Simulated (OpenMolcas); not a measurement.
Fe2+.

```json
{
  "Program": "OpenMolcas 26.06",
  "Basis": "ANO-RCC-VTZP [6s5p3d2f1g]",
  "Scalar Hamiltonian": "DKH2, point nucleus",
  "Active space": "6 electrons in 5 orbitals (3d)",
  "State averaging": "2S+1 = 5 even, 5 roots; 2S+1 = 3 even, 45 roots; 2S+1 = 1 even, 50 roots",
  "Spin-orbit coupling": "RASSI with atomic mean-field integrals over the reference wave functions, term energies averaged over their components"
}
```

Two sets of levels on these reference wave functions, in cm⁻¹ above 3d⁶ ⁵D₄: one from CASSCF and one from MS-CASPT2, IPEA 0.25 Eh, imaginary shift 0.1 Eh (closed shells correlated: 3s 3p).

```csv
Level,Set 1,Set 2
3d⁶ ⁵D₄,0.0,0.0
3d⁶ ⁵D₃,438,435
3d⁶ ⁵D₂,745,745
3d⁶ ⁵D₁,943,946
3d⁶ ⁵D₀,1040,1045
3d⁶ ³H₆,20310,22500
3d⁶ ³H₅,20530,22730
3d⁶ ³H₄,20690,22900
3d⁶ ³P₂(1),19420,24640
3d⁶ ³F₄(1),21670,25770
3d⁶ ³P₁(1),20690,25910
3d⁶ ³F₃(1),21890,26010
3d⁶ ³F₂(1),22050,26190
3d⁶ ³P₀(1),21230,26450
3d⁶ ³G₅,24880,28420
3d⁶ ³G₄,25250,28810
```

Question: Which set is which?

Answer: Set 1 is MS-CASPT2. Its levels of the other terms of 3d⁶ lie at 0.79 to 0.90 of the other set's values, as expected, since terms of lower spin or lower L gain more correlation energy than the Hund ground term. Against 15 measured levels (Corliss and Sugar, J. Phys. Chem. Ref. Data 11, 135 (1982)) the mean absolute deviation is 130 cm-1 with it and 2900 cm-1 without; single levels miss by up to 320 cm-1 with it.

Term energies are means over components that CASPT2 splits; among the terms shown or strongly mixed into the levels shown the widest spread is 400 cm-1 (3d⁶ ³H, MS-CASPT2). Without dynamic correlation excited terms often stand tens of per cent too high (terms of higher spin than the ground term too low), and those without a measured partner can miss by more than the paired ones (holds for CASSCF). Measured partners are found by configuration, term and J. A level has none where our copy of the source lacks it or the pairing is in doubt (some pairs that miss far off the trend of their configuration count as doubtful), and it then counts in no deviation. Only configurations of the active space appear. Levels that lie high or do not pair safely by name in every column are left out.

A number in round brackets counts repeated terms of one configuration in the order of the reference energies.
